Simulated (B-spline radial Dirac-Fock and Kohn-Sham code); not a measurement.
Zr: photoemission with 25.7 eV photons

System: the free zirconium atom, configuration [Kr] 4d2 5s2.

The run's input, task.json:

```json
{"items": [{
  "Z": 40,
  "q": 0,
  "cfg": [[1, 0, 2], [2, 0, 2], [2, 1, 6], [3, 0, 2], [3, 1, 6], [3, 2, 10], [4, 0, 2], [4, 1, 6], [4, 2, 2], [5, 0, 2]],
  "A": 90,
  "rrms": 4.2694,
  "do": ["binding", "quiet", "photo"],
  "hv": [25.7, 32.1, 109.0, 129.0, 170.0, 221.0, 252.0, 342.0, 437.0, 561.0, 750.0, 776.0, 1360.0, 2080.0, 3930.0, 4310.0, 7200.0, 16200.0, 29300.0, 30100.0, 40800.0, 49900.0, 52000.0, 153000.0]
}]}
```

Launch: `python xray_run.py task.json out`

Model: a relativistic central-field model (Hartree-Slater potential of the initial state, Latter tail, multipole expansion of the photon field, Dirac-Fock thresholds). Program: an atomic code on a B-spline grid. The asymmetry parameter β is from the dipole term alone. Kinetic energies are from the vacuum level. Open shells are spread statistically over j, without multiplet splitting.

| subshell | electrons | binding (eV) | kinetic (eV) | σ (kb) | β |
| --- | --- | --- | --- | --- | --- |
| N4 (4d3/2) | 0.8 | 6.64 | 19.06 | 3350 | 0.65 |
| N5 (4d5/2) | 1.2 | 6.54 | 19.16 | ? | ? |
| O1 (5s) | 2 | 5.60 | 20.10 | 84.6 | 1.95 |

Q: What are σ and β for N5 (4d5/2)?

A: σ = 4920 kb, the largest of all subshells and 59 % of the total, and β = 0.67.

At such low photon energies correlation between channels can change these cross sections by tens of per cent.

Run: 3.2 s of CPU time on 1 thread of Intel(R) Xeon(R) 6975P-C (shared host), peak memory 0.41 GiB.

Values without a named source are computed, but for edge energies of neutral atoms, which are taken from tables.
